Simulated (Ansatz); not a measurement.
Reaction (formal exchange of groups at the Si–C bond): `[SiH3]C#CC=S` + `O=CCO` → `O=CC(O)[SiH3]` + `C#CC=S`

Calculated with Ansatz (gas phase, PBE0-D4/def2-TZVP geometries, no zero-point term in ΔE). CCSD(T)/CBS adds triple-zeta CCSD(T) − MP2 to the extrapolated MP2 energy (def2 sets, frozen cores). DFT in def2-TZVPP. One conformer a species, not always the lowest.

`[SiH3]C#CC=S`:

Cartesian coordinates in Å:
```
Si -0.315 -0.987 -1.729
C -0.023 -0.138 -0.140
C 0.168 0.452 0.904
C 0.392 1.113 2.123
S 0.340 2.720 2.319
H -1.661 -0.612 -2.225
H 0.724 -0.554 -2.693
H -0.240 -2.454 -1.527
H 0.614 0.460 2.969
```

`O=CCO`:

```xyz
8

O    -0.269    1.551    0.703
C    -0.728    0.589    0.147
C     0.128   -0.571   -0.253
O     1.458   -0.383    0.092
H    -1.807    0.518   -0.094
H    -0.291   -1.473    0.222
H     0.007   -0.715   -1.339
H     1.501    0.483    0.523
```

`O=CC(O)[SiH3]`:

```xyz
11

O    -1.116    0.229    2.035
C    -0.838    0.704    0.961
C     0.433    0.370    0.271
O     1.267   -0.416    1.074
Si    0.084   -0.579   -1.359
H    -1.521    1.400    0.438
H     0.919    1.318   -0.010
H     0.758   -0.582    1.884
H     1.390   -0.870   -1.993
H    -0.635   -1.835   -1.032
H    -0.741    0.261   -2.269
```

`C#CC=S`:

```xyz
6

C     1.309    0.219    0.822
C     0.312    0.062    0.165
C    -0.839   -0.106   -0.629
S    -2.214   -0.793   -0.126
H     2.183    0.349    1.418
H    -0.751    0.269   -1.650
```

```json
{"level": "BLYP-D4", "ΔE (kJ/mol)": "46.3"}
{"level": "r2SCAN0-D4", "ΔE (kJ/mol)": "50.7"}
{"level": "ωB97M-V", "ΔE (kJ/mol)": "46.3"}
{"level": "r2SCANh", "ΔE (kJ/mol)": "50.3"}
{"level": "SCS-MP2/def2-TZVPP", "ΔE (kJ/mol)": "54.9"}
{"level": "CCSD(T)/def2-TZVPP", "ΔE (kJ/mol)": "50.4"}
{"level": "SCS-MP2/def2-QZVPP", "ΔE (kJ/mol)": "54.3"}
{"level": "MP2/CBS(def2)", "ΔE (kJ/mol)": "51.1"}
```

(1) What does CCSD(T)/CBS give? (Estimate.)

Largest T1 diagnostic among the species: 0.016.

Results:

(1) The calculation gave: +49.1 kJ/mol. The listed levels differ from it by -2.8, 1.6, -2.8, 1.2, 5.8, 1.3, 5.2, 2.0 kJ/mol.

The D4 term adds −4.6 kJ/mol with B3LYP and −2.4 kJ/mol with PBE0; it sums over pairs of atoms, weighted by their polarisabilities, and B3LYP, whose exchange is more repulsive, gets the larger term. From PBE to PBE0 (25 % exact exchange), in def2-TZVPP and without D4, ΔE moves by +3.1 kJ/mol. In def2-TZVPP, CCSD(T) changes the Hartree–Fock value by −13.4 kJ/mol (the triples alone add −1.6 kJ/mol) and MP2 by −11.4 kJ/mol.

B3LYP here is the variant with VWN-RPA as its local correlation; programs differ in this.
